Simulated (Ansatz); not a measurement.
`[NH2][InH][Cl]` + Cl• → `[NH2][In][Cl]`• + HCl at 298.15 K and 1 bar (hydrogen abstraction from the In–H bond).

Calculated with Ansatz (gas phase, PBE0-D4/def2-TZVP geometries, no zero-point term in ΔE). CCSD(T)/CBS is the MP2 limit (def2-TZVPP, def2-QZVPP) plus CCSD(T) − MP2 in def2-TZVPP, frozen cores. This one scheme is used for every species, atoms too. No spin–orbit coupling; open shells (•) take unrestricted orbitals. Spin–orbit coupling would lower the free atoms: a little for Cl. def2 core potentials past Kr. Bonds to In are less sure, by a few kJ/mol each and by 10 to 20 or more in all where they break to atoms, as the def2 sets lack core-valence functions. Each species was taken in one conformer, which may not be the lowest.

```json
{"species": "`[NH2][InH][Cl]`", "CCSD(T)/CBS energy (Eh)": "-706.15182", "H − E (kJ/mol)": "101.2", "S (J/(mol·K))": "321.4"}
{"species": "Cl•", "CCSD(T)/CBS energy (Eh)": "-459.70966", "H − E (kJ/mol)": "6.2", "S (J/(mol·K))": "168.3"}
{"species": "`[NH2][In][Cl]`•", "CCSD(T)/CBS energy (Eh)": "-705.53246", "H − E (kJ/mol)": "82.0", "S (J/(mol·K))": "321.8"}
{"species": "HCl", "CCSD(T)/CBS energy (Eh)": "-460.38127", "H − E (kJ/mol)": "26.6", "S (J/(mol·K))": "186.8"}
```

H − E and S are ideal-gas, rigid-rotor, harmonic terms from PBE0-D4/def2-TZVP, for one conformer and one mirror image of each species, with the whole ground term of open shells counted as degenerate. 1 Eh = 2625.50 kJ/mol, R = 8.31446 J/(mol·K).

Task: By hand: ΔE, ΔH, ΔS and ΔG.

Result: ΔE = (-705.53246) + (-460.38127) − (-706.15182) − (-459.70966) = -0.05225 Eh = -137.2 kJ/mol. Δ(H − E) = 82.0 + 26.6 − 101.2 − 6.2 = 1.2, so ΔH = -136.0 kJ/mol. ΔS = 321.8 + 186.8 − 321.4 − 168.3 = 18.9 J/(mol·K). ΔG = -136.0 − 298.15 × (18.9)/1000 = -141.6 kJ/mol.

Task: By hand: the equilibrium constant, and the temperature at which ΔG would vanish if ΔH and ΔS stayed fixed.

Result: log₁₀ K = −ΔG/(RT ln 10) = 24.8. ΔH and −TΔS have one sign here, so there is no such temperature.

ΔH outweighs TΔS. A doubt of 5 kJ/mol in ΔE shifts log₁₀ K by 0.9 here. Other conformers and mirror images would add mixing entropy, several J/(mol·K) or more a flexible species. These are equilibria of isolated gas molecules and say nothing of rates. Largest T1 diagnostic: 0.019 (customary marks: 0.02 for closed shells, 0.045 for open ones).
